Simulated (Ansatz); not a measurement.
Relaxation of [AlBr6]3- (AlBr₆³⁻) with RKS r2SCAN-D4/def2-SVPD.

```sh
$ ansatz run in.yaml --threads 4 --pin off --events-out ev --progress --plain --max-ram 4787MiB
```

```yaml
crystal:
  periodic: [false, false, false]
  atoms:
    - {symbol: Al, position_ang: [0.000660, -0.001110, -0.001370]}
    - {symbol: Br, position_ang: [-0.021660, -0.014680, 2.592710]}
    - {symbol: Br, position_ang: [0.018980, 0.016060, -2.594770]}
    - {symbol: Br, position_ang: [2.594370, 0.002530, 0.020600]}
    - {symbol: Br, position_ang: [-2.592200, -0.000330, -0.018780]}
    - {symbol: Br, position_ang: [-0.010110, 2.590700, 0.006720]}
    - {symbol: Br, position_ang: [0.009960, -2.593170, -0.005120]}
basis:
  gaussian: {orbitals: def2-SVPD}
total_charge: -3
hamiltonian: {xc: r2scan, dispersion: d4}
scf: {lower_state_search: "off"}
output: {orbitals: {seedname: orbitals}}
relax: {f_tol: 0.02, max_steps: 100}
```

Hardware: 4 threads of Intel Xeon on a shared host. Wall time 48 s, peak host memory 0.81 GiB.

Positions (Å) and forces (eV/Å) at steps 1, 3 of 3:

```xyz
7
step=1 energy=-426827.9680 eV
Al    0.001   -0.001   -0.001   -0.003    0.006    0.008
Br   -0.022   -0.015    2.593    0.004    0.008    0.075
Br    0.019    0.016   -2.595    0.003   -0.015   -0.069
Br    2.594    0.003    0.021    0.069    0.007   -0.002
Br   -2.592    0.000   -0.019   -0.077   -0.015   -0.005
Br   -0.010    2.591    0.007    0.013    0.080    0.009
Br    0.010   -2.593   -0.005   -0.009   -0.071   -0.016
7
step=3 energy=-426827.9708 eV
Al    0.000    0.000    0.000    0.002   -0.002   -0.001
Br   -0.020   -0.011    2.605   -0.001    0.000   -0.001
Br    0.020    0.011   -2.605   -0.001    0.001    0.000
Br    2.605    0.006    0.020    0.000    0.000    0.000
Br   -2.605   -0.006   -0.020    0.000    0.001    0.000
Br   -0.006    2.604    0.011   -0.001    0.001    0.000
Br    0.006   -2.604   -0.011    0.000   -0.001    0.000
```

A multiply charged anion in the gas phase is held together partly by the finite basis. The highest occupied level of the charge -3 singlet lies above zero (up to 4.55 eV). The electron is either unbound and held by the finite basis, or the level is raised by self-interaction error.
